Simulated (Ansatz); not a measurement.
Consider the redistribution: `F[SiH2][SiH2]S` + `C=[CH][SnH]([CH3])[F]` → `C=C[SiH2][SiH2]F` + `[CH3][SnH]([F])[SH]`.

Computed with Ansatz on PBE0-D4/def2-TZVP structures; ΔE is electronic, products minus reactants. CCSD(T)/CBS adds triple-zeta CCSD(T) − MP2 to the extrapolated MP2 energy (def2 sets, frozen cores). Functionals use def2-TZVPP. B3LYP here is the variant with VWN-RPA as its local correlation; programs differ in this. HSE06 is defined as in plane-wave codes. def2 core potentials past Kr. For Sn outer-core shells are correlated without core-valence functions, which leaves a few kJ/mol of doubt a bond. One conformer a species, not always the lowest.

| level | ΔE (kJ/mol) | difference from CCSD(T)/CBS |
| --- | --- | --- |
| LDA (SPW92) | -28.9 | -4.4 |
| PBE-D4 | -28.7 | -4.2 |
| revPBE-D4 | -27.8 | -3.3 |
| r2SCAN0-D4 | -28.7 | -4.2 |
| ωB97M-V | -26.3 | -1.8 |
| B3LYP | -31.8 | -7.3 |
| HSE06 | -29.1 | -4.6 |
| HF/def2-TZVPP | -31.6 | -7.1 |
| MP2/def2-TZVPP | -22.2 | 2.3 |
| MP2/CBS(def2) | -23.9 | 0.6 |
| CCSD(T)/CBS | -24.5 | 0 |

Largest T1 diagnostic among the species: 0.013.

In def2-TZVPP, CCSD(T) changes the Hartree–Fock value by +8.8 kJ/mol (the triples alone add +0.4 kJ/mol) and MP2 by +9.5 kJ/mol. Leaving LDA and LC-ωPBE aside and taking each functional with its dispersion term where it has one, the values, not all of them listed here, spread over 5.8 kJ/mol, from B97M-V to ωB97X-V.
